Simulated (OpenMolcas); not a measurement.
**Mo³⁺: effect of correlating more closed shells**

```
Program             : OpenMolcas
Basis               : ANO-RCC-VTZP [7s6p4d2f1g]
Scalar Hamiltonian  : DKH2, point nucleus
Active space        : 3 electrons in 5 orbitals (4d)
State averaging     : 2S+1 = 4 even, 10 roots; 2S+1 = 2 even, 40 roots
Spin-orbit coupling : state interaction with AMFI integrals over the reference wave functions, term energies averaged over their components
```

Methods on the same reference wave functions:
A. CASSCF
B. MS-CASPT2, IPEA 0.25 Eh, imaginary shift 0.1 Eh (closed shells correlated: none)
C. MS-CASPT2, IPEA 0.25 Eh, imaginary shift 0.1 Eh (closed shells correlated: 4s 4p)
D. MS-CASPT2, IPEA 0.25 Eh, imaginary shift 0.1 Eh (closed shells correlated: 3d 4s 4p)

Energies in cm⁻¹ above 4d³ ⁴F_3/2, the measured ground level; measured values from Sugar and Musgrove, J. Phys. Chem. Ref. Data 17, 155 (1988).

| Level | A | B | C | D | Measured |
| --- | --- | --- | --- | --- | --- |
| 4d³ ⁴F_3/2 | 0.0 | 0.0 | 0.0 | 0.0 | 0.0 |
| 4d³ ⁴F_5/2 | 739 | 761 | 759 | 760 | 778 |
| 4d³ ⁴F_7/2 | 1693 | 1723 | 1719 | 1719 | 1760 |
| 4d³ ⁴F_9/2 | 2803 | 2820 | 2810 | 2810 | 2865 |
| 4d³ ⁴P_1/2 | 13190 | 11330 | 10720 | 10670 | 10338 |
| 4d³ ⁴P_3/2 | 13291 | 11220 | 10700 | 10640 | 10331 |
| 4d³ ²G_7/2 | 14336 | 12740 | 11940 | 11880 | 11580 |
| 4d³ ⁴P_5/2 | 14358 | 12610 | 11960 | 11900 | 11612 |
| 4d³ ²G_9/2 | 15056 | 13530 | 12690 | 12630 | 12311 |
| 4d³ ²P_1/2 | 18650 | 14550 | 14580 | 14510 | 14348 |
| 4d³ ²H_9/2 | 18984 | 17820 | 16630 | 16560 | 15995 |
| 4d³ ²H_11/2 | 19381 | 18270 | 17030 | 16960 | 16357 |
| 4d³ ²D_5/2(1) | 21168 | 17540 | 17370 | 17300 | 16809 |
| 4d³ ²D_3/2(1) [57 %] | 21396 | 17460 | 17460 | 17380 | 17107 |
| 4d³ ²F_7/2 | 31021 | 27260 | 25650 | 25530 | 24787 |
| 4d³ ²F_5/2 | 31366 | 27580 | 25980 | 25860 | 25100 |
| 4d³ ²D_5/2(2) | 48234 | 40790 | 40540 | 40380 | 38922 |
| 4d³ ²D_3/2(2) | 48630 | 41290 | 40960 | 40790 | 39231 |

Deviations, from unrounded energies. A percentage is the sum of absolute deviations over the sum of measured energies, with the sign that they share, or ± where signs differ.

```tsv
Against measurement	Levels	A	B	C	D
mean absolute deviation (cm-1)	17	3800	1100	560	490
fine structure of the ground term (%)	3	-3.1	-1.8	-2.1	-2.1
other terms of the ground configuration (%)	14	+24.3	+7.2	+3.5	+3.1
```

D lies closest to measurement on these levels and A furthest from it. The largest miss of D in the table is 4d³ ²D_3/2(2), by +1600 cm-1. The ranking rests on the paired levels alone, and a cruder setting can come out closer through cancelling errors.

Among B to D the level of the table that moves most is 4d³ ²F_7/2, by 1700 cm-1 (lowest in D, highest in B). Moves below CASPT2's spread within the term are not significant.

The mean deviations of B to D differ by less than CASPT2's widest spread within a term (850 cm-1), so their order carries little weight.

From A to B the spin-free energies of the other terms of 4d³ shown, above ⁴F, scale by factors of 0.75 to 0.93, as is usual when dynamic correlation screens the repulsion within a d or f shell.

The lowest spin-free term lies below A's lowest term by 0.018 hartree in B, 0.295 hartree in C, 0.347 hartree in D.

What an inner shell adds also hangs on whether the basis holds functions to correlate it.

Term energies are means over components that CASPT2 splits; among the terms shown or strongly mixed into the levels shown the widest spread is 850 cm-1 (4d³ ⁴F, D). Without dynamic correlation excited terms often stand tens of per cent too high (terms of higher spin than the ground term too low), and those without a measured partner can miss by more than the paired ones (holds for A). The CASPT2 spread within a term exceeds the gap to the next term for 4d³ ²H and 4d³ ²D(1), so the order of their levels is uncertain (holds for C; D). Computed and measured levels are paired by configuration, term and J; levels that our copy of the source lacks, or whose pairing is in doubt (as where it misses far off the trend of its configuration), stay unpaired and out of the deviations. Only configurations of the active space appear. Levels that lie high or do not pair safely by name in every column are left out.

A share in square brackets marks a mixed level and gives the weight of the term that names it, the lowest over the columns. A number in round brackets counts repeated terms of one configuration in the order of the reference energies.
